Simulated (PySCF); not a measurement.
C₂H₆BF₃O, SMILES CO(C)->B(F)(F)F (connectivity only; charge and spin as stated), neutral, multiplicity 1. Atoms are numbered in the order given.

```xyz
13

B     -0.8414    -0.0218     0.0000
F     -0.8174    -1.3869     0.0000
F     -1.2746     0.5494     1.1538
F     -1.2746     0.5494    -1.1538
C      1.5024     0.0122     1.2030
O      0.8130     0.3698     0.0000
C      1.5024     0.0122    -1.2030
H      1.6275    -1.0810     1.2538
H      0.8795     0.3622     2.0328
H      2.4793     0.5171     1.2138
H      2.4793     0.5171    -1.2138
H      1.6275    -1.0810    -1.2538
H      0.8795     0.3622    -2.0328
```

Geometry optimised at ωB97X-D3(BJ)/def2-SVP. The isomer is the one that the SMILES or the coordinates give; other isomers of the formula were not compared. The values are those of a single conformer.

All values below come from PySCF with PBE0/pcSseg-1.

GIAO shieldings, no solvent; atoms alike by connectivity are averaged. δ = σ(ref) − σ: ¹¹B against BF3 (σ = 88.8 ppm); ¹⁹F against CFCl3 (σ = 167.2 ppm); ¹³C against TMS (σ = 186.3 ppm); ¹⁷O against H2O (σ = 334.2 ppm); ¹H against TMS (σ = 31.56 ppm), references at their B3LYP-D3(BJ)/def2-TZVP geometries, non-relativistic.

| atoms | nucleus | count | δ (ppm) |
|---|---|---|---|
| B1 | ¹¹B | 1 | -11.3 |
| F2, F3, F4 | ¹⁹F | 3 | ? |
| C5, C7 | ¹³C | 2 | 63.4 |
| O6 | ¹⁷O | 1 | ? |
| H8, H9, H10, H11, H12, H13 | ¹H | 6 | 3.89 |

Problem. Some entries are withheld; supply them. (Estimate from the structure and the level; the computed values follow.)

Solution. 
- O6, δ (ppm): 42.0
- F2, F3, F4, δ (ppm): -174.6
